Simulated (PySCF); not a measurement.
Hf(Cl)3(SH) (Cl₃HHfS), SMILES [SH][Hf]([Cl])([Cl])[Cl], multiplicity 1.

The structure is a stationary point at PBE0-D3(BJ)/def2-SVP. The spin state was assumed, not searched. The structure was generated by enumeration; whether it is a known compound was not checked. The def2 effective core potentials stand for the cores of Hf; spin–orbit coupling is left out. One conformer was computed; it need not be the lowest.

Method: PBE0-D3(BJ)/def2-SVP (PySCF).

Frequencies are harmonic and unscaled.

```tsv
mode	ν (cm⁻¹)	IR (km/mol)	Raman (Å⁴/amu)	depolarisation	moving atoms (share of kinetic energy)
1	73	10.5	4.9	0.75	Cl 70 %, H 25 %
2	85	1.6	1.4	0.75	Cl 57 %, S 27 %, Hf 15 %
3	93	3.2	1.1	0.73	Cl 71 %, Hf 18 %, S 9 %
4	96	0.8	1.8	0.75	Cl 41 %, S 37 %, Hf 18 %
5	99	2.4	2.5	0.73	Cl 71 %, S 20 %
6	142	20.4	0.1	0.75	H 69 %, Cl 18 %, S 13 %
7	361	21.9	14.6	0.07	S 68 %, H 12 %, Hf 11 %, Cl 9 %
8	380	32.5	6.9	0.03	Cl 88 %, Hf 10 %
9	392	73.0	0.5	0.75	Cl 77 %, Hf 23 %
10	397	83.4	0.8	0.67	Cl 73 %, Hf 23 %
11	503	25.9	8.6	0.70	H 84 %, S 13 %
12	2682	5.4	111.5	0.27	H 97 %
```
